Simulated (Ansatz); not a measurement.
Geometry optimisation, RKS PBE0-D4/cc-pVDZ in Ansatz.

Input file:

```yaml
crystal:
  periodic: [false, false, false]
  atoms:
    - { symbol: "N", position_ang: [-1.5102, 0.4014, 0.0407] }
    - { symbol: C, position_ang: [-0.1034, 0.3926, 0.195] }
    - { symbol: O, position_ang: [0.3946, 1.6643, 0.4912] }
    - { symbol: "N", position_ang: [0.3543, -0.5819, 1.1618] }
    - { symbol: B, position_ang: [1.0644, -1.3369, 0.024] }
    - { symbol: "N", position_ang: [0.5843, -0.1892, -0.9203] }
    - { symbol: H, position_ang: [-1.7477, 1.0033, -0.8272] }
    - { symbol: H, position_ang: [-1.8886, -0.5036, -0.1337] }
    - { symbol: H, position_ang: [0.2873, 2.2491, -0.253] }
    - { symbol: H, position_ang: [1.0008, -0.2064, 1.8458] }
    - { symbol: H, position_ang: [1.51294, -0.00989, -1.35283] }
    - { symbol: H, position_ang: [-0.07, -0.6421, -1.5675] }
basis:
  gaussian: { orbitals: cc-pVDZ }
hamiltonian:
  xc: pbe0
  dispersion: d4
relax:
  f_tol: 0.02
  max_steps: 50
```

Run as:

```bash
$ ansatz run input.yaml --threads 2 --pin off --max-ram 3072MiB --backend cpu --events-out ev --progress --plain --runs-dir out
```

**Question.** Where does it end, and by what steps?

**Answer.** The forces met the threshold. After 19 steps the energy has fallen by 1.675 eV; B5 moved furthest, 0.95 Å. Parted: B5–N6 (1.56 → 2.66 Å).

```csv
step,energy less start (eV),largest force component (eV/Å),accepted
0,0.0000,3.667,yes
1,-0.6359,2.006,yes
2,-1.1099,1.179,yes
3,-1.2600,1.333,yes
4,-1.3699,1.351,yes
5,-1.4280,0.966,yes
6,-1.4624,0.722,yes
7,-1.4736,0.265,yes
8,-1.4939,0.185,yes
9,-1.4854,1.416,no
10,-1.5174,0.202,yes
11,-1.5407,0.595,yes
12,-1.5932,0.542,yes
13,-1.6574,0.565,yes
14,-1.6314,0.738,no
15,-1.6693,0.380,yes
16,-1.6722,0.130,yes
17,-1.6746,0.049,yes
18,-1.6747,0.030,yes
19,-1.6749,0.005,yes
```

```xyz
12
Properties=species:S:1:pos:R:3
N -1.380 0.398 0.074
C 0.048 0.342 -0.109
O 0.524 1.660 -0.126
N 0.621 -0.422 0.992
B 1.089 -1.730 0.892
N 0.468 -0.351 -1.299
H -1.804 0.864 -0.730
H -1.753 -0.550 0.110
H -0.010 2.151 0.516
H 0.572 0.021 1.906
H 1.475 -0.227 -1.415
H 0.028 0.085 -2.109
```

Run time: 97 s on 2 threads of Intel(R) Xeon(R) Platinum 8259CL CPU @ 2.50GHz (Skylake/Cascade Lake), on a shared host, peak memory 0.28 GiB.
